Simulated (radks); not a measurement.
Task: These are the eigenvalues of the occupied orbitals of an atom or ion with whole-number occupations (eV). Calculated with a radial shooting solver on a logarithmic mesh with Libxc functionals: non-relativistic Kohn-Sham, PBE, spin-polarised, spherical densities, point nucleus.

| orbital | eigenvalue |
|---|---|
| 1s up | -73098.32 |
| 1s down | -73098.17 |
| 2s up | -12218.81 |
| 2s down | -12218.71 |
| 2p up | -11748.04 |
| 2p down | -11747.93 |
| 3s up | -2878.374 |
| 3s down | -2878.270 |
| 3p up | -2656.456 |
| 3p down | -2656.348 |
| 3d up | -2242.426 |
| 3d down | -2242.320 |
| 4s up | -626.4327 |
| 4s down | -626.2349 |
| 4p up | -530.6948 |
| 4p down | -530.4856 |
| 4d up | -354.7012 |
| 4d down | -354.4657 |
| 4f up | -118.9376 |
| 4f down | -118.6316 |
| 5s up | -107.9763 |
| 5p up | -77.3697 |
| 5p down | -76.4110 |
| 5d up | -29.4991 |
| 5d down | -28.8863 |

Which element is it, and in what charge state? The configuration may be excited. Open shells, if any, are filled with parallel spins first.

Result: Z = 79, gold, charge +2: Au2+ in [Kr] 4d10 4f14 5s1 5p6 5d10. The list shows which subshells hold electrons but not how many an open one holds; the 1s level, -2686.3 hartree, gives Z - s = 73.3 by -(Z - s)^2/2, which with screening narrows Z to a few neighbours, and the depths of the outer levels then fix element, charge and occupations together.
